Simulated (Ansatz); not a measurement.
Reaction (ligand exchange at the Si–N bond): `CBN[SiH2]C` + HBr → `C[SiH2]Br` + `CBN`

Gas-phase electronic energies from Ansatz, PBE0-D4/def2-TZVP geometries. CCSD(T)/CBS is the MP2 limit (def2-TZVPP, def2-QZVPP) plus CCSD(T) − MP2 in def2-TZVPP, frozen cores. Functionals use def2-TZVPP. For Br outer-core shells are correlated without core-valence functions, which leaves a few kJ/mol of doubt a bond. Scalar relativity is left out up to krypton. Each species was taken in one conformer, which may not be the lowest.

| level | ΔE (kJ/mol) |
| --- | --- |
| revPBE | -69.8 |
| CCSD(T)/def2-TZVPP | -51.6 |

Problem. What does CCSD(T)/CBS give? (An estimate is asked.)

Solution. Computed: -56.6 kJ/mol. The listed levels differ from it by -13.2, 5.0 kJ/mol.

Largest T1 diagnostic among the species: 0.011.

In def2-TZVPP, CCSD(T) changes the Hartree–Fock value by +11.8 kJ/mol (the triples alone add +1.1 kJ/mol) and MP2 by +7.8 kJ/mol. Leaving LDA and LC-ωPBE aside and taking each functional with its dispersion term where it has one, the values, not all of them listed here, spread over 9.0 kJ/mol, from HSE06-D4 to BLYP-D4. LDA lies +9.8 kJ/mol from PBE without D4. The D4 term adds +8.0 kJ/mol with B3LYP and +4.9 kJ/mol with PBE0; it sums over pairs of atoms, weighted by their polarisabilities, and B3LYP, whose exchange is more repulsive, gets the larger term.

B3LYP here is the variant with VWN-RPA as its local correlation; programs differ in this.
